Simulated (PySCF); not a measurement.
C$_{4}$H$_{10}$Al, doublet, at a GFN2-xTB geometry (such geometries of metal compounds can be far from the true shape) (the spin is typed, not shown lowest); CCSD(T)/STO-3G run with PySCF.

The PySCF input:
```python
from pyscf import gto, scf, cc

mol = gto.Mole()
mol.atom = '''
    Al    0.50514851    0.60140878    0.16716194
    C     1.45041655   -0.97304291    1.04337965
    C     1.03405232   -2.33915331    0.47834721
    H     1.27590597   -0.97642399    2.13114692
    H     2.54126947   -0.86115121    0.92986114
    H     1.24941148   -2.39612036   -0.58831340
    H    -0.03593351   -2.49676484    0.60884902
    H     1.56151532   -3.15468257    0.97536003
    C    -1.37870763    0.54979668   -0.60539741
    C    -1.77024716    1.94659307   -1.11621692
    H    -2.12284744    0.22052076    0.13561594
    H    -1.46075454   -0.16830071   -1.43564308
    H    -1.06995303    2.28410127   -1.88222076
    H    -1.74619035    2.67264963   -0.30190756
    H    -2.77243859    1.95269688   -1.54652871
'''
mol.basis = 'sto-3g'
mol.spin = 1
mol.verbose = 4
mol.build()

mf = scf.UHF(mol)
mf.kernel()

mycc = cc.CCSD(mf)
mycc.kernel()
et = mycc.ccsd_t()
print('E(CCSD(T)) = %.10f' % (mycc.e_tot + et))
```

The log (banner, timings and long lists left out):

```
PySCF version 2.14.0

[INPUT] verbose = 4
[INPUT] num. atoms = 15
[INPUT] num. electrons = 47
[INPUT] charge = 0
[INPUT] spin (= nelec alpha-beta = 2S) = 1
[INPUT] symmetry False subgroup None
[INPUT] Mole.unit = angstrom
[INPUT] Symbol           X                Y                Z      unit          X                Y                Z       unit  Magmom
[...]
nuclear repulsion = 197.827959506168
number of shells = 27
number of NR pGTOs = 117
number of NR cGTOs = 39
basis = sto-3g
ecp = {}

******** <class 'pyscf.scf.uhf.UHF'> ********
method = UHF
initial guess = minao
damping factor = 0
level_shift factor = 0
DIIS = <class 'pyscf.scf.diis.CDIIS'>
diis_start_cycle = 1
diis_space = 8
diis_damp = 0
SCF conv_tol = 1e-09
SCF conv_tol_grad = None
SCF max_cycles = 50
direct_scf = True
direct_scf_tol = 1e-13
number electrons alpha = 24  beta = 23
Set gradient conv threshold to 3.16228e-05
init E= -394.526874332847

cycle= 1 E= -394.372106572363  delta_E= 0.155  |g|= 0.212  |ddm|= 3.11
cycle= 2 E= -394.417910908642  delta_E= -0.0458  |g|= 0.0663  |ddm|= 0.478
cycle= 3 E= -394.424652107524  delta_E= -0.00674  |g|= 0.0276  |ddm|= 0.17
cycle= 4 E= -394.426217285  delta_E= -0.00157  |g|= 0.00913  |ddm|= 0.105
cycle= 5 E= -394.426457937983  delta_E= -0.000241  |g|= 0.00392  |ddm|= 0.0432
cycle= 6 E= -394.426505907211  delta_E= -4.8e-05  |g|= 0.0017  |ddm|= 0.0204
cycle= 7 E= -394.42651497539  delta_E= -9.07e-06  |g|= 0.000479  |ddm|= 0.0102
cycle= 8 E= -394.426515468928  delta_E= -4.94e-07  |g|= 0.000248  |ddm|= 0.00174
cycle= 9 E= -394.426515619835  delta_E= -1.51e-07  |g|= 8.55e-05  |ddm|= 0.00104
cycle= 10 E= -394.426515637578  delta_E= -1.77e-08  |g|= 1.65e-05  |ddm|= 0.000406
cycle= 11 E= -394.426515638082  delta_E= -5.04e-10  |g|= 7.18e-06  |ddm|= 5.26e-05
Extra cycle  E= -394.426515638148  delta_E= -6.58e-11  |g|= 4.78e-06  |ddm|= 1.15e-05
converged SCF energy = -394.426515638148  <S^2> = 0.75728408  2S+1 = 2.0072709

******** <class 'pyscf.cc.uccsd.UCCSD'> ********
CC2 = 0
CCSD nocc = (np.int64(24), np.int64(23)), nmo = (39, 39)
max_cycle = 50
direct = 0
conv_tol = 1e-07
conv_tol_normt = 1e-06
diis_space = 6
diis_start_cycle = 0
diis_start_energy_diff = 1e+09
Init t2, MP2 energy = -0.236578508548288
Init E_corr(UCCSD) = -0.236578508567286
cycle = 1  E_corr(UCCSD) = -0.286458724793153  dE = -0.0498802162  norm(t1,t2) = 0.0860261
cycle = 2  E_corr(UCCSD) = -0.302503995456831  dE = -0.0160452707  norm(t1,t2) = 0.0344185
cycle = 3  E_corr(UCCSD) = -0.312814134834876  dE = -0.0103101394  norm(t1,t2) = 0.0156447
cycle = 4  E_corr(UCCSD) = -0.31278638518322  dE = 2.77496517e-05  norm(t1,t2) = 0.00298043
cycle = 5  E_corr(UCCSD) = -0.312768251291227  dE = 1.8133892e-05  norm(t1,t2) = 0.00105732
cycle = 6  E_corr(UCCSD) = -0.31277844747879  dE = -1.01961876e-05  norm(t1,t2) = 0.000496823
cycle = 7  E_corr(UCCSD) = -0.312771846652388  dE = 6.6008264e-06  norm(t1,t2) = 0.000152648
cycle = 8  E_corr(UCCSD) = -0.312772274081661  dE = -4.27429273e-07  norm(t1,t2) = 4.00105e-05
cycle = 9  E_corr(UCCSD) = -0.312772661957668  dE = -3.87876007e-07  norm(t1,t2) = 1.58843e-05
cycle = 10  E_corr(UCCSD) = -0.312772800013355  dE = -1.38055687e-07  norm(t1,t2) = 5.69769e-06
cycle = 11  E_corr(UCCSD) = -0.312772623098918  dE = 1.76914437e-07  norm(t1,t2) = 1.6567e-06
cycle = 12  E_corr(UCCSD) = -0.312772505584922  dE = 1.17513996e-07  norm(t1,t2) = 6.94232e-07
cycle = 13  E_corr(UCCSD) = -0.312772455355199  dE = 5.0229723e-08  norm(t1,t2) = 3.37703e-07
UCCSD converged
E(UCCSD) = -394.7392880935035  E_corr = -0.3127724553551988
UCCSD(T) correction = -0.00254718567895409
E(CCSD(T)) = -394.7418352792
```
